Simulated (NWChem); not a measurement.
Molecule: C3H2ClN; SMILES N#C/C=C\Cl

```xyz
7

N      0.9254     2.3510     0.0000
C      0.0439     1.5743     0.0000
C     -1.0548     0.6691     0.0000
C     -0.9442    -0.6819     0.0000
Cl     0.5485    -1.5295     0.0000
H     -2.0677     1.1043     0.0000
H     -1.8342    -1.3292     0.0000
```
Atoms are numbered in this order, from 1.

Results from NWChem. Pople sets run with spherical d functions. All runs use the structure optimised with PBE-D3(BJ)/def2-SVP. Level: M06-2X/6-31G* with COSMO at NWChem's default radii, gas-phase geometry; rows give the dielectric constant.

For dielectric constant 7.6:

* **dipole in solution (D)**: 5.32

Task: Estimate the same quantities for dielectric constant 25.0.

Result: The dipole in solution (D) is 5.48.
